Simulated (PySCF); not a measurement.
r2SCAN on O⁻ (oxygen, charge -1), [He] 2s2 2p5, 2P determinant. Calculation: PySCF 2.14, in aug-cc-pVTZ (5s4p3d2f, 46 functions); no relativity, point nucleus.

```
cycle= 1 E= -75.1104634728591  delta_E= -0.00721  |g|= 0.0533  |ddm|= 0.243
cycle= 2 E= -75.1049419674885  delta_E= 0.00552  |g|= 0.131  |ddm|= 0.206
cycle= 3 E= -75.1119743564557  delta_E= -0.00703  |g|= 0.0113  |ddm|= 0.135
cycle= 4 E= -75.1120484453945  delta_E= -7.41e-05  |g|= 0.0023  |ddm|= 0.0179
cycle= 5 E= -75.1120566125029  delta_E= -8.17e-06  |g|= 0.000565  |ddm|= 0.00909
cycle= 6 E= -75.1120570753384  delta_E= -4.63e-07  |g|= 1.17e-05  |ddm|= 0.00262
cycle= 7 E= -75.112057075581  delta_E= -2.43e-10  |g|= 1.13e-06  |ddm|= 6.1e-05
converged SCF energy = -75.112057075581  <S^2> = 0.75929683  2S+1 = 2.0092753
```

Highest occupied orbital energy: 2.406 eV; ⟨L²⟩ = 2.03; populations by l: s 4.00, p 5.00, d 0.00, f 0.00.

**Question.** Can this result be used?

**Answer.** With care. The run converged. At r2SCAN the highest occupied level has a positive energy, so only the finite basis holds that electron; in a semilocal or global hybrid functional this comes from self-interaction and does not mean that the real anion is unbound.
